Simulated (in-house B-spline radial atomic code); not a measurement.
Configurations of Dy⁶⁺, with energies counted from [Kr] 4d10 4f8 5s2 5p4. Method: scalar-relativistic (X2C) BHandHLYP, spin-polarised, spherical fractional occupations, Fermi nucleus of rms radius 5.2218 fm. Calculated with a B-spline radial code for spherical atoms. Shells without spins written out take the highest spin.

Caution: exact exchange at fractional occupations of open shells leaves self-interaction of up to several eV.

Occupations are held fixed; configurations that lie above the ionisation limit could autoionise.

```tsv
configuration	E - E(ref) (eV)	highest orbital	its <r> (bohr)
[Kr] 4d10 4f9 5s2 5p3	16.263	4f down	0.7905
[Kr] 4d10 4f7 5s2 5p4 6s1	27.5	6s up	2.423
[Kr] 4d10 4f(4 up, 5 down) 5s2 5p(1 up, 2 down)	46.953	4f up	0.7672
[Kr] 4d10 4f7 5s2 5p4 6d1	50.532	6d up	3.351
[Kr] 4d10 4f8 5s2 5p3 6p1	51.718	6p up	2.766
[Kr] 4d10 4f7 5s2 5p4 6f1	62.715	6f up	4.542
[Kr] 4d10 4f(3 up, 4 down) 5s2 5p(2 up, 2 down) 6f(1 up, 0 down)	112.46	6f up	4.589
[Kr] 4d9 4f8 5s2 5p4 6s1	198.01	6s up	2.419
```

Q: Order these further configurations by energy, lowest first.
A. [Kr] 4d10 4f8 5s2 5p3 5d1
B. [Kr] 4d10 4f7 5s2 5p5
C. [Kr] 4d10 4f(5 up, 3 down) 5s2 5p(1 up, 3 down)
D. [Kr] 4d10 4f(1 up, 7 down) 5s2 5p(2 up, 1 down) 6d(1 up, 0 down)
E. [Kr] 4d10 4f8 5s2 5p3 5f1

A: B (-18.62 eV), C (30.384 eV), A (30.44 eV), E (61.812 eV), D (77.241 eV).

Q: How far above the reference does [Kr] 4d10 4f(4 up, 4 down) 5s2 5p(2 up, 2 down) lie?

A: 37.21 eV; its least bound orbital is 4f up with <r> = 0.743 bohr.

Q: How far above the reference does [Kr] 4d9 4f8 5s2 5p4 5f1 lie?

A: 218.54 eV; its least bound orbital is 5f up with <r> = 2.551 bohr.

Q: How far above the reference does [Kr] 4d10 4f(0 up, 7 down) 5s2 5p(3 up, 2 down) lie?

A: -16.034 eV; its least bound orbital is 5p down with <r> = 1.35 bohr.

Q: Is the reference the lowest configuration at this level of theory?

A: No: [Kr] 4d10 4f7 5s2 5p5 lies 18.62 eV lower with this functional.
